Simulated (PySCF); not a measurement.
Molecule: SMILES F[C@H](Cl)C#CC#CC(F)(F)F, C$_{6}$HClF$_{4}$.

Cartesian coordinates in Å; atom numbers follow the order of the lines, from 1:
```xyz
12

F     3.926   -0.609    1.037
C     3.245   -0.580   -0.137
Cl    3.889    0.777   -1.141
C     1.835   -0.376    0.073
C     0.665   -0.146    0.265
C    -0.659    0.068    0.458
C    -1.837    0.263    0.635
C    -3.261    0.476    0.838
F    -3.775    1.322   -0.067
F    -3.525    0.990    2.048
F    -3.955   -0.668    0.740
H     3.453   -1.518   -0.668
```

Frames of a GFN2-xTB Langevin trajectory at 300 K; GIAO PBE0/pcSseg-1 shieldings in PySCF 2.14, gas phase, non-relativistic; equivalent atoms averaged within each frame.

References, each an isolated molecule treated in the same way: ¹⁹F (σ = 170.95 ppm) against CFCl3; ¹³C (σ = 186.93 ppm) and ¹H (σ = 31.72 ppm) against TMS; ³⁵Cl (σ = 949.78 ppm) against HCl. The references are static minima.

How do the shifts (ppm) fluctuate along the trajectory?

## Answers


| time (fs) | F9/F10/F11 | F1 | C8 | C2 | C5 | C4 | C7 | C6 | Cl3 | H12 |
| --- | --- | --- | --- | --- | --- | --- | --- | --- | --- | --- |
| 250 | -54.0 | -142.1 | 124.1 | 94.4 | 86.7 | 79.7 | 77.3 | 77.1 | 358 | 7.58 |
| 425 | -47.8 | -110.5 | 128.3 | 106.3 | 86.0 | 86.4 | 86.0 | 95.1 | 446 | 8.30 |
| 625 | -58.7 | -144.5 | 124.4 | 101.6 | 87.5 | 81.6 | 80.3 | 74.3 | 440 | 7.69 |
| 800 | -53.6 | -138.4 | 125.9 | 101.7 | 89.4 | 92.2 | 79.2 | 82.9 | 379 | 7.30 |
| 1000 | -70.1 | -122.7 | 119.7 | 99.5 | 84.6 | 80.9 | 81.2 | 73.1 | 319 | 6.51 |
| mean of frames | -56.8 | -131.6 | 124.5 | 100.7 | 86.8 | 84.1 | 80.8 | 80.5 | 388 | 7.47 |
| standard deviation | 8.4 | 14.6 | 3.2 | 4.3 | 1.8 | 5.1 | 3.3 | 9.0 | 54 | 0.65 |

5 frames give an uncertainty of the mean of about the standard deviation over 2.2 at best, since frames this close in time may not be independent; classical motion lacks zero-point vibration, and the reference would need the same averaging.
